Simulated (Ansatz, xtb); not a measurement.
Pulling on the Ge1–H4 bond in GeH4O2 (SMILES [OH][GeH2][OH]) (multiplicity 1 held, fragments rigid). Energies count from the point at 1.534 Å.
Geometry at that point (charge 0, multiplicity 1):
| atom | x (Å) | y (Å) | z (Å) |
|---|---|---|---|
| Ge | 0.3388 | -0.0657 | 0.0076 |
| O | -0.4294 | 1.4326 | 0.6050 |
| O | -0.9067 | -1.1736 | -0.6349 |
| H | 1.0267 | -0.6379 | 1.2533 |
| H | 1.2437 | 0.1980 | -1.2024 |
| H | -0.8834 | 1.9237 | -0.0877 |
| H | -1.5407 | -1.4539 | 0.0334 |

Unrestricted levels (U-) break spin symmetry where that is lower. Active spaces are followed from a long bond inwards. Levels need not reach the same state.

Correlated levels freeze the cores. Filled d and f shells under p-block atoms count as core.

The values were computed with Ansatz (Gaussian basis) for Hartree–Fock, density functionals and correlated methods; xtb for the GFN methods.  The GFN methods have no spin term and hold the electronic entropy of 300 K.

Energies in eV.

```
R (Å)  GFN2-xTB  U-MP2/cc-pVDZ  SC-NEVPT2 on CASSCF(2,2)/cc-pVDZ  FIC-NEVPT4(SD) on CASSCF(2,2)/cc-pVDZ  FIC-MRCISD+Q on CASSCF(2,2)/cc-pVDZ
-----  --------  -------------  --------------------------------  -------------------------------------  -----------------------------------
1.227      1.12           1.36                              1.41                                   1.38                                 1.37
1.380      0.12           0.26                              0.30                                   0.28                                 0.27
1.534      0.00           0.00                              0.00                                   0.00                                 0.00
1.687      0.17           0.18                              0.13                                   0.16                                 0.16
1.840      0.44           0.58                              0.48                                   0.53                                 0.54
2.071      0.91           1.35                              1.16                                   1.23                                 1.25
2.301      1.42           2.37                              1.82                                   1.93                                 1.95
2.684      2.20           3.27                              2.71                                   2.84                                 2.86
3.067      2.82           3.55                              3.24                                   3.38                                 3.41
3.528      3.35           3.66                              3.53                                   3.68                                 3.71
4.141      3.75           3.69                              3.64                                   3.80                                 3.82
4.908      3.94           3.70                              3.67                                   3.82                                 3.85
```

Doubts at one or more of the structures used: a spin-contaminated determinant (U-MP2/cc-pVDZ).

Ansatz is a quantum-chemistry and plane-wave program.
